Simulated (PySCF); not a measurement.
Orbital picture of CuP

r²SCAN0 at R = 2.162 Å; basis Cu def2-TZVPP, P def2-TZVPP; no relativity; PySCF 2.14. State: ³Σ⁻ (triplet), unpaired electrons π ↑↑. Only the outer orbitals are listed, counted within each symmetry.

| spin | orbital | occ. | ε (eV) | on Cu (%) | main shells (%) |
| --- | --- | --- | --- | --- | --- |
| α | 4π | 1 | -9.16 | 88 | 88 Cu d, 11 P p |
| α | 4π | 1 | -9.16 | 88 | 88 Cu d, 11 P p |
| α | 10σ | 1 | -9.07 | 81 | 80 Cu d, 15 P p |
| α | 1δ | 1 | -8.59 | 100 | 100 Cu d |
| α | 1δ | 1 | -8.59 | 100 | 100 Cu d |
| α | 11σ | 1 | -6.84 | 46 | 52 P p, 32 Cu s, 14 Cu d |
| α | 5π | 1 | -6.69 | 15 | 85 P p, 12 Cu d |
| α | 5π | 1 | -6.69 | 15 | 85 P p, 12 Cu d |
| α | 12σ | 0 | -2.08 | 85 | 66 Cu s, 17 Cu p, 16 P p |
| α | 6π | 0 | 1.18 | 92 | 88 Cu p |
| α | 6π | 0 | 1.18 | 92 | 88 Cu p |
| β | 9σ | 1 | -13.85 | 17 | 81 P s |
| β | 10σ | 1 | -8.80 | 82 | 82 Cu d, 10 P p |
| β | 4π | 1 | -8.63 | 97 | 97 Cu d |
| β | 4π | 1 | -8.63 | 97 | 97 Cu d |
| β | 1δ | 1 | -8.52 | 100 | 100 Cu d |
| β | 1δ | 1 | -8.51 | 100 | 100 Cu d |
| β | 11σ | 1 | -6.46 | 47 | 50 P p, 38 Cu s |
| β | 5π | 0 | -2.20 | 17 | 82 P p, 15 Cu p |
| β | 5π | 0 | -2.20 | 17 | 82 P p, 15 Cu p |
| β | 12σ | 0 | -1.89 | 81 | 56 Cu s, 22 Cu p, 20 P p |

Which are the highest filled and the lowest empty level, where do they sit, and how wide is the gap?

Highest filled β 11σ at -6.46 eV (in %: 50 P p, 38 Cu s); lowest empty β 5π at -2.20 eV (in %: 82 P p, 15 Cu p); the gap at r²SCAN0 is 4.26 eV.

The bond order (Mayer) is 1.31 and the ⟨S²⟩ is 2.015. The charge on Cu (Mulliken, basis-dependent) is 0.18. The charge on Cu (Löwdin, basis-dependent) is -0.13 and the dipole moment (positive dipole means Cu(−)P(+)) is -3.37 D.

With d or f electrons several states lie close, and the lowest PBE0 determinant need not be the measured ground state.
